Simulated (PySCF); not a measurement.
**UHF on Te³⁺ (tellurium, charge +3)**

Configuration: [Kr] 4d10 5s2 5p1, 2P determinant. All numbers are calculated (PySCF 2.14, scalar relativity by spin-free X2C-1e, in x2c-TZVPPall (8s6p4d2f, 60 functions)).

```
Total energy                                                  : -6788.905195 hartree
One-electron energy                                           : -9261.8811 hartree
Hartree (Coulomb) energy                                      : 2647.0041 hartree
Exchange energy                                               : -174.0282 hartree
⟨S²⟩                                                          : 0.7566
⟨L²⟩                                                          : 2.020
Sum of ⟨r⟩                                                    : 28.69 bohr
Sum of ⟨r²⟩                                                   : 33.19 bohr²
Traceless quadrupole moment −½Σ⟨3z² − r²⟩ along its main axis : -2.35 e·bohr²
Langevin diamagnetic susceptibility                           : -26.3 ×10⁻⁶ cm³/mol
```

```
shell  electrons  mean orbital energy (hartree)  spread (hartree)  rms radius, mean of both spins (bohr)
 1s α          1                    -1176.06955                 0                                 0.0318
 1s β          1                    -1176.06680                 0                                 0.0318
 2s α          1                     -184.88838                 0                                  0.130
 2s β          1                     -184.88749                 0                                  0.130
 2p α          3                     -165.94615           0.00156                                  0.116
 2p β          3                     -165.94381           0.00435                                  0.116
 3s α          1                      -39.24294                 0                                  0.343
 3s β          1                      -39.23984                 0                                  0.343
 3p α          3                      -32.91985           0.00045                                  0.343
 3p β          3                      -32.91543           0.01182                                  0.343
 3d α          5                      -23.32458           0.00673                                  0.322
 3d β          5                      -23.32304           0.01028                                  0.322
 4s α          1                       -8.24302                 0                                  0.814
 4s β          1                       -8.23477                 0                                  0.814
 4p α          3                       -6.18553           0.00150                                  0.877
 4p β          3                       -6.17602           0.02806                                  0.877
 4d α          5                       -3.08354           0.01777                                   1.04
 4d β          5                       -3.07655           0.03074                                   1.04
 5s α          1                       -1.75841                 0                                   2.08
 5s β          1                       -1.66086                 0                                   2.08
 5p α          1                       -1.33832                 0                                   2.40
```

Densities and radii are taken from the X2C orbitals without a picture-change correction, which distorts them close to the nucleus.

Spin-orbit constants ζ (cm⁻¹) from the X2C one-electron operator on these orbitals: bare nucleus, nucleus screened by l(l+1)(2l+1)/3 electrons, and screened by the Breit-Pauli mean field of the electrons.

| shell | bare | screened nucleus | mean field |
| --- | --- | --- | --- |
| 2p | 1462000 | 1406000 | 1381000 |
| 3p | 276600 | 265900 | 260700 |
| 3d | 41910 | 33850 | 32540 |
| 4p | 49390 | 47490 | 46450 |
| 4d | 5663 | 4574 | 4320 |
| 5p | 5778 | 5555 | 5423 |

To first order the Landé constant is A = 5423 cm⁻¹, so the lowest level has J = 1/2 and lies 0.672 eV below the centre of the term. First order in ζ underestimates the shift of the j = l − 1/2 level at high Z.
